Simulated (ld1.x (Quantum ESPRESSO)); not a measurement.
# Varying the ultrasoft potential for nitrogen

Base potential:

N, ultrasoft, made with ld1.x (Quantum ESPRESSO) 7.5 (PBE, scalar-relativistic). Core [He], reference 2s1.75 2p3.25. Waves: 2s (bound): rcut 1.05, rcutus 1.15 bohr; 2s channel at 3.55 Ry: rcut 1.05, rcutus 1.15 bohr; 2p (bound): rcut 1.05, rcutus 1.25 bohr; 2p channel at 1.35 Ry: rcut 1.05, rcutus 1.25 bohr; 3d channel at 0.05 Ry: rcut 0.95, rcutus 1.05 bohr. Local part: all-electron potential smoothed inside 0.95 bohr (lloc = -1). Core correction: none. Augmentation charge: built from norm-conserving waves at rcut, not smoothed further.

Cutoffs, loose and tight: the cutoffs (Ry, on a coarse ladder) from which the occupation-weighted sum of valence levels, in a spherical-Bessel basis at the reference potential, stays within 10 and 1 mRy of its value at 400 Ry. They do not see the model core or the augmentation charge, which bear on the density cutoff. Test errors are all-electron minus pseudo excitation energies from the reference, over the configurations 2s2 2p3; 2s2 2p2; 2s2 2p1; 2s1 2p0; 2s2 2p0; 2s1 2p3; 2s2 2p2.5. A dash means not determined; rows that change the core or the reference have their own tests.

Cutoffs are not given where the Bessel-basis levels miss the radial ones by over 6 mRy, ghosts where they miss by over 20 mRy; a channel whose overlap is not positive is not tested.

A file whose overlap is not positive is unfit for use, and its test errors describe a broken file.

| change | outcome | cutoff, loose | cutoff, tight | bound ghosts | largest test error (meV) |
| --- | --- | --- | --- | --- | --- |
| base | generated | 45 Ry | 55 Ry | none | +650 |
| wave 3d channel at 0.05 Ry: rcut 0.95, rcutus 1.05 bohr becomes 3d channel at 0.05 Ry: rcut 0.62, rcutus 0.66 bohr | generated | – | – | not determined | +650 |
| wave 3d channel at 0.05 Ry: rcut 0.95, rcutus 1.05 bohr becomes 3d channel at 0.05 Ry: rcut 0.72, rcutus 0.76 bohr | generated | – | – | not determined | +650 |
| wave 3d channel at 0.05 Ry: rcut 0.95, rcutus 1.05 bohr becomes 3d channel at 0.05 Ry: rcut 0.84, rcutus 0.90 bohr | generated | 45 Ry | 55 Ry | none | +650 |
| wave 3d channel at 0.05 Ry: rcut 0.95, rcutus 1.05 bohr becomes 3d channel at 0.05 Ry: rcut 0.90, rcutus 0.96 bohr | generated | 45 Ry | 55 Ry | none | +650 |
| wave 3d channel at 0.05 Ry: rcut 0.95, rcutus 1.05 bohr becomes 3d channel at 0.05 Ry: rcut 0.95, rcutus 1.06 bohr | generated | 45 Ry | 55 Ry | none | +650 |
| wave 3d channel at 0.05 Ry: rcut 0.95, rcutus 1.05 bohr becomes 3d channel at 0.05 Ry: rcut 0.95, rcutus 1.16 bohr | generated | 45 Ry | 55 Ry | none | +650 |
| wave 3d channel at 0.05 Ry: rcut 0.95, rcutus 1.05 bohr becomes 3d channel at 0.05 Ry: rcut 0.95, rcutus 1.28 bohr | generated | 45 Ry | 55 Ry | none | +650 |
| wave 3d channel at 0.05 Ry: rcut 0.95, rcutus 1.05 bohr becomes 3d channel at 0.05 Ry: rcut 0.95, rcutus 1.36 bohr | generated, overlap not positive | – | – | not determined (overlap not positive) | +650 |
| wave 3d channel at 0.05 Ry: rcut 0.95, rcutus 1.05 bohr becomes 3d channel at 0.05 Ry: rcut 0.95, rcutus 1.46 bohr | generated, overlap not positive | – | – | not determined (overlap not positive) | +650 |
| wave 3d channel at 0.05 Ry: rcut 0.95, rcutus 1.05 bohr becomes 3d channel at 0.05 Ry: rcut 0.95, rcutus 1.58 bohr | generated, overlap not positive | – | – | not determined (overlap not positive) | +650 |

Reading the sweep of the d radius (base included, trends over the rows without a ghost): The loose cutoff stays near 45 Ry. The median size of the test errors (rows with all tests solved) stays near 9.0 meV.
